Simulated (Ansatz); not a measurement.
Input file for Ansatz (a program for electronic structure): R-PBE0/def2-TZVPP on H2S2 (SMILES SS), a point of a torsion scan.

Ansatz 0.2 input:
```yaml
crystal:
  periodic: [false, false, false]
  atoms:
    - {symbol: S, position_ang: [-0.90901540, 0.55160532, 0.50117136]}
    - {symbol: S, position_ang: [0.90837464, 0.39419734, -0.49887159]}
    - {symbol: H, position_ang: [-1.49955614, -0.37345515, -0.25063500]}
    - {symbol: H, position_ang: [1.49884117, 1.31927924, 0.25299215]}
basis:
  gaussian:
    orbitals: def2-TZVPP
hamiltonian:
  xc: {name: PBE0}
scf: {lower_state_search: off}
```

### Question
Predict the final total energy.

### Answer
-797.3225 hartree.
